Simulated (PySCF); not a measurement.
Calculated NMR parameters of C=C1C=CO[Si@H]1C1CCC1

| Item | Value |
| --- | --- |
| Formula | C8H12OSi |
| SMILES | C=C1C=CO[Si@H]1C1CCC1 |
| InChI | InChI=1S/C8H12OSi/c1-7-5-6-9-10(7)8-3-2-4-8/h5-6,8,10H,1-4H2/t10-/m1/s1 |
| Point group of the computed structure | C1 |
| Degrees of unsaturation | 4 |
| Carbon signals | 8 |
| Proton signals | 12 |

Molfile (atoms numbered from 1):
```
C8H12OSi
     RDKit          3D

 22 23  0  0  0  0  0  0  0  0999 V2000
    2.4984    1.8976    0.5350 C   0  0  0  0  0  0  0  0  0  0  0  0
    2.0776    0.7171    0.0849 C   0  0  0  0  0  0  0  0  0  0  0  0
    2.7367   -0.5525    0.3442 C   0  0  0  0  0  0  0  0  0  0  0  0
    2.1227   -1.5968   -0.2129 C   0  0  0  0  0  0  0  0  0  0  0  0
    0.9922   -1.3823   -0.9322 O   0  0  0  0  0  0  0  0  0  0  0  0
    0.6058    0.2378   -1.0053 Si  0  0  1  0  0  4  0  0  0  0  0  0
   -1.1294    0.5373   -0.3092 C   0  0  0  0  0  0  0  0  0  0  0  0
   -2.2902   -0.2442   -0.9592 C   0  0  0  0  0  0  0  0  0  0  0  0
   -2.8234   -0.5869    0.4375 C   0  0  0  0  0  0  0  0  0  0  0  0
   -1.5073   -0.0903    1.0496 C   0  0  0  0  0  0  0  0  0  0  0  0
    3.3869    1.9918    1.1411 H   0  0  0  0  0  0  0  0  0  0  0  0
    1.9719    2.8094    0.3117 H   0  0  0  0  0  0  0  0  0  0  0  0
    3.6313   -0.6346    0.9358 H   0  0  0  0  0  0  0  0  0  0  0  0
    2.4228   -2.6313   -0.1570 H   0  0  0  0  0  0  0  0  0  0  0  0
    0.7310    0.6400   -2.4076 H   0  0  0  0  0  0  0  0  0  0  0  0
   -1.3466    1.6054   -0.3100 H   0  0  0  0  0  0  0  0  0  0  0  0
   -2.9531    0.3357   -1.5985 H   0  0  0  0  0  0  0  0  0  0  0  0
   -1.9528   -1.1219   -1.5060 H   0  0  0  0  0  0  0  0  0  0  0  0
   -3.0666   -1.6332    0.6119 H   0  0  0  0  0  0  0  0  0  0  0  0
   -3.6777    0.0249    0.7226 H   0  0  0  0  0  0  0  0  0  0  0  0
   -1.5945    0.6022    1.8846 H   0  0  0  0  0  0  0  0  0  0  0  0
   -0.8462   -0.9058    1.3381 H   0  0  0  0  0  0  0  0  0  0  0  0
  1  2  2  0
  2  3  1  0
  3  4  2  0
  4  5  1  0
  5  6  1  0
  6  7  1  0
  7  8  1  0
  8  9  1  0
  9 10  1  0
  6  2  1  0
 10  7  1  0
  1 11  1  0
  1 12  1  0
  3 13  1  0
  4 14  1  0
  6 15  1  6
  7 16  1  0
  8 17  1  0
  8 18  1  0
  9 19  1  0
  9 20  1  0
 10 21  1  0
 10 22  1  0
M  END
```

- NMR shieldings at PBE0/pcSseg-1/GIAO
- structure optimised with GFN2-xTB
- run in PySCF 2.14.0 with density-fitted response routines
- in vacuum, no relativistic terms, single conformer

Chemical shifts δ = σref − σ; ¹H (31.72 ppm), ¹³C (186.93 ppm), ²⁹Si (349.16 ppm) vs TMS; ¹⁷O (336.08 ppm) against H2O, all at this level.

| carbon | δC, type | δH (multiplicity) | HMBC from (2–3 bonds) | span of the C tensor (ppm) |
| --- | --- | --- | --- | --- |
| C1 | 124.6, CH2 | H11 6.05 (br s); H12 5.39 (br s) | H13, H15 | 207 |
| C2 | 152.1, C | – | H14, H11, H13, H12, H15, H16 | 225 |
| C3 | 121.2, CH | 6.04 (d) | H14, H11, H12, H15 | 169 |
| C4 | 161.7, CH | 6.87 (d) | H13, H15 | 165 |
| C7 | 21.8, CH | 2.08 (m) | H15, H18, H20, H22, H17, H19, H21 | 25 |
| C8 | 22.1, CH2 | H17 2.11 (m); H18 2.41 (m) | H15, H20, H22, H16, H19, H21 | 35 |
| C9 | 22.1, CH2 | H19 2.03 (m); H20 2.31 (m) | H18, H22, H17, H16, H21 | 28 |
| C10 | 21.6, CH2 | H21 1.97 (m); H22 2.19 (m) | H15, H18, H20, H17, H16, H19 | 37 |

Other nuclei:
```tsv
atoms	nucleus	environment	δ (ppm)	σ (ppm)
H15	¹H	hydrogen on a silicon bonded to 2 C, O, in a 5-membered ring	5.25	26.46
Si6	²⁹Si	silicon bonded to 2 C, O, H, in a 5-membered ring	-1.7	350.8
O5	¹⁷O	oxygen bonded to C, Si, in a 5-membered ring	122.3	213.8
```

Carbon types of the structure: 1 × C, 3 × CH, 4 × CH2, leaving 1 H on heteroatoms. δC 161.7: alkene carbon bearing oxygen; an sp2 carbon further deshielded by the attached heteroatom. δC 152.1: fully substituted alkene carbon; an sp2 carbon of a C=C bond. δC 124.6: terminal =CH2 carbon; as expected for a trigonal carbon in a double bond. δC 121.2: β carbon of an enol-ether or enamine type C=C. δH 6.05, 5.39: hydrogen on a terminal =CH2 carbon; a vinylic proton, deshielded by the sp2 carbon and the C=C anisotropy.

Shifts are as computed. Against solution values, carbons near 30 ppm lie about +3 ppm off and those near 130 ppm about +5 ppm. Of 1211 compounds with measured shifts, 218 miss one by over three times the rms of a fit or turn the order of signals round; such compounds aren't used in these exercises. Experimental scales use liquid or dissolved standards, which lie at an offset from isolated H2O (liquid H2O: subtract about 36 ppm). No couplings were computed; multiplicities are counted from neighbouring protons, with m where these are inequivalent, close in shift, in a saturated or five-membered ring or joined by F or P, and br s for small geminal =CH2 splittings.
